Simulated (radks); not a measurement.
The numbers below are computed, except where a source is named.
Orbital eigenvalues (eV) of the silicon ion Si+, [Ne] 3s2 3p1, of relativity; Dirac values are averaged over j with weights 2j + 1. Spin-unpolarised spherical Kohn-Sham, PBE, point nucleus unless stated (finite: rms radius 3.1224 fm), a radial shooting solver on a logarithmic mesh with Libxc functionals. A level marked "c x" has the speed of light scaled by that factor and shares open shells by 2j + 1; other Dirac levels either fill j = l - 1/2 first or share by 2j + 1.

| shell | non-rel. |
|---|---|
| 1s | -1790.9 |
| 2s | -148.35 |
| 2p | -105.11 |
| 3s | -18.985 |
| 3p | -11.667 |
| 3d (empty) | -3.6270 |

Give the values at the level "Dirac, c x 3".

Answer. 
shell       Dirac, c x 3  change of magnitude (%)
1s               -1791.4                    +0.03
2s               -148.42                    +0.05
2p               -105.10                    0.00
3s               -18.990                    +0.03
3p               -11.666                    -0.01
3d (empty)       -3.6259                    -0.03
